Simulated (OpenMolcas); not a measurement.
**Ir6+ in a point-charge field**

Ir6+ among 6 point charges of -1.36 e arranged as a tetragonal octahedron (D4h), 2.26 Å from the ion, with the axial distance 2.463 Å.

- Program: OpenMolcas
- Method: CASSCF
- Basis: ANO-RCC-VDZP [7s6p4d2f]
- Scalar Hamiltonian: DKH2, point nucleus
- Active space: 3 electrons in 5 orbitals (5d)
- State averaging: 2S+1 = 4 even, 10 roots; 2S+1 = 2 even, 40 roots
- Spin-orbit coupling: state interaction with AMFI integrals over the reference wave functions

The lowest spin-free states (labels of D4, the rotations of D4h), above the lowest:

| State | Degeneracy | E (cm-1) | Free-ion L (%) |
| --- | --- | --- | --- |
| 4B1 | 1 | 0.0 | F (100) |
| 4E | 2 | 2035 | F (100) |
| 4B2 | 1 | 2656 | F (100) |
| 4A2 | 1 | 4145 | F (97) |
| 4E | 2 | 4191 | F (100) |
| 4A2 | 1 | 16267 | P (97) |
| 2A1 | 1 | 17340 | G (87) |
| 2B1 | 1 | 17563 | G (88) |
| 2E | 2 | 17680 | G (88) |
| 2A2 | 1 | 17991 | G (83) |
| 4E | 2 | 18141 | P (100) |
| 2A1 | 1 | 18386 | G (98) |
| 2E | 2 | 18966 | G (94) |
| 2B2 | 1 | 19018 | G (97) |
| 2E | 2 | 21720 | H (64) |
| 2A2 | 1 | 21923 | H (84) |
| 2B2 | 1 | 22174 | H (85) |
| 2B1 | 1 | 23342 | H (73) |
| 2E | 2 | 23436 | P (53) |
| 2A2 | 1 | 24065 | P (81) |

The lowest levels with spin-orbit coupling:

```tsv
E (cm-1)	Degeneracy	Label	2S+1	g
0.0	2	E3/2	4 (83 %)	0.39 0.39 1.41
663.0	2	E1/2	4 (84 %)	0.00 1.10 1.10
7849	2	E3/2	4	2.09 2.09 3.71
8256	2	E1/2	4	1.21 3.31 3.31
8927	2	E3/2	4	1.18 1.50 1.50
14366	2	E3/2	4 (85 %)	0.75 3.86 3.86
14382	2	E1/2	4 (85 %)	1.19 1.19 6.15
14759	2	E1/2	4 (85 %)	1.05 3.61 3.61
15072	2	E3/2	4 (85 %)	2.72 3.48 3.48
18062	2	E3/2	4 (55 %)	1.54 3.78 3.78
18212	2	E1/2	4 (58 %)	0.32 0.32 7.07
18608	2	E1/2	4 (56 %)	1.24 1.24 4.31
18641	2	E3/2	4 (55 %)	2.35 2.35 3.36
19521	2	E1/2	4 (57 %)	3.85 3.85 5.64
20118	2	E3/2	4 (56 %)	1.58 1.58 3.59
20453	2	E1/2	4 (58 %)	1.88 1.88 2.09
22455	2	E1/2	4 (69 %)	1.79 1.79 2.48
28658	2	E1/2	2 (76 %)	1.40 2.39 2.39
28948	2	E3/2	2 (73 %)	1.33 2.80 2.80
29044	2	E1/2	2 (80 %)	0.75 0.75 4.16
```

Powder χT (cm3 K/mol): 0.072 at 2 K, 0.0729 at 10 K, 0.0775 at 50 K, 0.0832 at 100 K, 0.0945 at 200 K, 0.105 at 300 K. The effective moment at 300 K is 2.828 √(χT) = 0.92 μB.

Spin-orbit coupling mixes the spin-free states strongly: the lowest level takes only 35 % from its leading state, 4E, which lies 2035 cm-1 above the lowest spin-free state. Without dynamic correlation the repulsion within the d shell is too large (B by tens of per cent), so at a given field states of lower spin stand too high. The ground term spreads over less than 5000 cm-1, several times less than with real ligands, so orbital moments are less quenched and χT lies further from the spin-only value than at real sites. This is an electrostatic model: the charges have no orbitals. No measured value stands beside these numbers.
